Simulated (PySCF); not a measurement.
Computed shifts of a molecule C2H3F3Si2, PySCF with PBE/pcSseg-1, GIAO, gas phase, equivalent atoms averaged, in ppm (number of nuclei): ²⁹Si: -86.4 (1), -98.5 (1). ¹³C: 112.8 (1), 105.1 (1). ¹⁹F: -162.8 (3). ¹H: 4.55 (3). References: ²⁹Si against TMS (σ = 335.4 ppm); ¹³C against TMS (σ = 182.0 ppm); ¹⁹F against CFCl3 (σ = 133.6 ppm); ¹H against TMS (σ = 31.49 ppm), references at their B3LYP-D3(BJ)/def2-TZVP geometries, non-relativistic. Coordinates come from a PBE0-D3(BJ)/def2-SVP optimisation. Other conformers were not sampled.

### Question
Identify the compound among the candidates.
A. F[Si](F)(F)C#C[SiH3]
B. FC1=C[Si](F)(F)[SiH2]1
C. F[SiH2]C#C[SiH](F)F

### Answer
A, F[Si](F)(F)C#C[SiH3]
